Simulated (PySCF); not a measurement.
# Checking a proposed structure

A compound C7H11ClSi gives the data below (simulated from a calculation) and was assigned the structure `CCCC1=CC=C(Cl)[SiH2]1`.

13C{1H} NMR (computed): δ 174.9 (C), 151.3 (CH), 135.0 (CH), 119.6 (CH2), 73.8 (C), 26.6 (CH3), 17.2 (CH2).

1H NMR (300 MHz, computed): δ 6.68 (m, 1H), 5.91 (m, 1H), 5.54 (m, 1H), 5.50 (m, 1H), 4.76 (m, 1H), 4.76 (m, 1H), 2.47 (m, 1H), 1.96 (m, 1H), 1.80 (s, 3H).

- PBE0/pcSseg-1 with gauge-including orbitals
- coordinates at the GFN2-xTB level
- program: PySCF 2.14
- single conformer, in vacuum, non-relativistic Hamiltonian, equivalent nuclei averaged

Scale: TMS for 1H (σ = 31.72 ppm), 13C (σ = 186.93 ppm) (reference shieldings calculated alike).

(1) Compare with the shifts computed for the proposed structure, pairing carbons in order of shift.

(2) Which isomer fits?

Answers

(1) Numbering as in the mapped SMILES `[CH3:1][CH2:2][CH2:3][C:4]1=[CH:5][CH:6]=[C:7]([Cl:8])[SiH2:9]1`; H(Xn) means a hydrogen on atom n.

| atom | computed for proposal | given list | difference |
| --- | --- | --- | --- |
| C4 | 150.8 | 174.9 | -24.1 |
| C6 | 150.6 | 151.3 | -0.7 |
| C5 | 150.2 | 135.0 | +15.2 |
| C7 | 150.0 | 119.6 | +30.4 |
| C3 | 40.8 | 73.8 | -33.0 |
| C2 | 29.5 | 26.6 | +2.9 |
| C1 | 16.0 | 17.2 | -1.2 |

The rms difference is 20.1 ppm and the largest -33.0 ppm at C3 (allylic sp3 CH2). The carbon types in order of shift don't match either: C, CH, CH, C, CH2, CH2, CH3 for the proposal against C, CH, CH, CH2, C, CH3, CH2 in the data. The proposal doesn't fit.

(2) SMILES C1=C([C@@](C=C)(C)Cl)C[SiH2]1.

1. Carbon types of the structure: 2 × C, 2 × CH, 2 × CH2, 1 × CH3, leaving 2 H on heteroatoms.
2. δC 174.9: fully substituted alkene carbon.
3. δC 151.3, 135.0: alkene CH; the olefinic region.
4. δC 119.6: terminal =CH2 carbon; the olefinic region.
5. δC 73.8: allylic fully substituted sp3 carbon bonded to Cl; the inductive effect lowers its shielding.

Other isomers checked: C=C[SiH2][C@@](C)(Cl)C#CC (rms 25.0 ppm).

The data come from this structure; uniqueness wasn't tested.

Carbons that carry Cl, above all several Cl atoms, come out too deshielded, partly because spin–orbit coupling is missing. Shifts are as computed. Against solution values, carbons near 30 ppm lie about +3 ppm off and those near 130 ppm about +5 ppm; carbons on Cl a further +6 ppm. Of 1211 compounds with measured shifts, 218 miss one by over three times the rms of a fit or turn the order of signals round; such compounds aren't used in these exercises. No couplings were computed; multiplicities are counted from neighbouring protons, with m where these are inequivalent, close in shift, in a saturated or five-membered ring or joined by F or P, and br s for small geminal =CH2 splittings.
